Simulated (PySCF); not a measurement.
CH7FOSi2, SMILES [SiH2](F)O[SiH2]C.

Geometry optimised at ωB97X-D3(BJ)/def2-SVP. This is a generated structure with no PubChem entry under its InChIKey; it may be hypothetical. One conformer was computed; it need not be the lowest.

Level of theory: TDA-CAM-B3LYP/def2-SVPD (PySCF).

Vertical excitations. Isolated molecule, no solvent.

```csv
state,energy (eV),λ (nm),f,main pairs
S1,7.77,160,0.002,HOMO→LUMO+1 88 %
S2,7.94,156,0.018,"HOMO→LUMO 66 %, HOMO→LUMO+2 13 %"
S3,8.18,152,0.001,HOMO−1→LUMO+1 78 %
S4,8.43,147,0.043,"HOMO→LUMO+2 46 %, HOMO→LUMO 20 %, HOMO−2→LUMO+1 14 %, HOMO−2→LUMO 8 %"
S5,8.59,144,0.047,"HOMO−1→LUMO 71 %, HOMO−1→LUMO+2 13 %"
S6,8.72,142,0.016,"HOMO→LUMO+5 33 %, HOMO−2→LUMO+1 27 %, HOMO−2→LUMO 8 %, HOMO→LUMO+4 5 %"
S7,8.97,138,0.125,"HOMO→LUMO+3 56 %, HOMO→LUMO+4 12 %"
S8,9.09,136,0.024,"HOMO→LUMO+4 35 %, HOMO−2→LUMO 18 %, HOMO−1→LUMO+4 15 %, HOMO→LUMO+3 10 %"
S9,9.19,135,0.067,"HOMO−1→LUMO+2 51 %, HOMO−1→LUMO 13 %"
S10,9.31,133,0.108,"HOMO−1→LUMO+4 37 %, HOMO→LUMO+4 21 %, HOMO−1→LUMO+3 14 %, HOMO−1→LUMO+2 8 %"
T1,7.37,168,0,HOMO→LUMO+1 76 %
T2,7.55,164,0,"HOMO→LUMO 44 %, HOMO→LUMO+2 18 %, HOMO−2→LUMO 10 %"
T3,7.76,160,0,"HOMO−1→LUMO+1 63 %, HOMO−1→LUMO+2 10 %"
T4,7.99,155,0,"HOMO→LUMO+2 26 %, HOMO−2→LUMO+1 23 %, HOMO→LUMO 20 %, HOMO→LUMO+5 6 %"
```
Triplets are in the Tamm–Dancoff approximation.
